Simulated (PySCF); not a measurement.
Two-component Hartree-Fock for Sn²⁺ (tin, charge +2)

Start: [Kr] 4d9 5s2 5p1; 4d3/2 filled at m_j = -3/2, -1/2, +1/2, +3/2; 4d5/2 filled at m_j = -3/2, -1/2, +1/2, +3/2, +5/2; 5p3/2 filled at m_j = +3/2. Calculated with PySCF 2.14 in x2c-SVPall-2c with one added diffuse shell each of s, p type (7s9p4d, 54 functions): generalised Hartree-Fock with the X2C-1e Hamiltonian and a Gaussian nucleus; one run each with spin-orbit coupling (SO) switched off, then screened by Boettger's factors. This is a chosen level, not necessarily the ground level.

```
spinor shell  electrons  ε, spin-free (eV)  ε, screened SO (eV)  weight of nominal j (screened SO)  rms radius, screened SO (bohr)
       1s1/2          2           -29372.6             -29370.1                              1.000                          0.0333
       2s1/2          2            -4551.9              -4551.2                              1.000                           0.136
       2p1/2          2            -4083.5              -4243.8                              1.000                           0.118
       2p3/2          4            -4083.5              -4010.3                              1.000                           0.123
       3s1/2          2            -941.89              -941.73                              1.000                           0.361
       3p1/2          2            -784.76              -814.99                              1.000                           0.354
       3d3/2          4            -543.29              -548.70                              0.999                           0.340
       3d5/2          6            -543.29              -539.56                              1.000                           0.342
       4s1/2          2            -186.95              -186.97                              1.000                           0.867
       4p1/2          2            -136.24              -142.58                              0.991                           0.924
       4p3/2          4            -136.24              -133.36                              0.996                           0.946
       4d3/2          4            -61.094              -61.993                              0.913                            1.16
       4d5/2          5            -61.094              -60.525                              0.930                            1.16
       5s1/2          2            -32.264              -32.295                              0.999                            2.34
       5p3/2          1            -24.409              -24.158                              1.000                            2.73
```

(1) Where does 3p3/2 lie, and what is the 3p spin-orbit splitting (screened SO)?

```json
{"quantity": "E (hartree)", "spin-free": "-6170.66455", "screened SO": "-6172.09854"}
{"quantity": "M_J", "spin-free": "4", "screened SO": "4"}
{"quantity": "⟨J²⟩", "spin-free": "20.011", "screened SO": "20.011"}
{"quantity": "⟨L²⟩", "spin-free": "12.009", "screened SO": "12.023"}
{"quantity": "⟨S²⟩", "spin-free": "2.002", "screened SO": "2.017"}
```

Each row is a mean over spinors that exchange with the open shell spreads, by up to 7.033 eV (4p3/2).

Breit and QED terms are absent; they matter most for the inner s and p1/2 levels.

Densities and radii are taken from the X2C orbitals without a picture-change correction, which distorts them close to the nucleus.

Without spin-orbit coupling the j labels of p, d and f shells carry no meaning; the spin-free column gives the mean over the occupied spinors of each nl shell.

## Answers

(1) At -770.91 eV, 44.074 eV above 3p1/2.
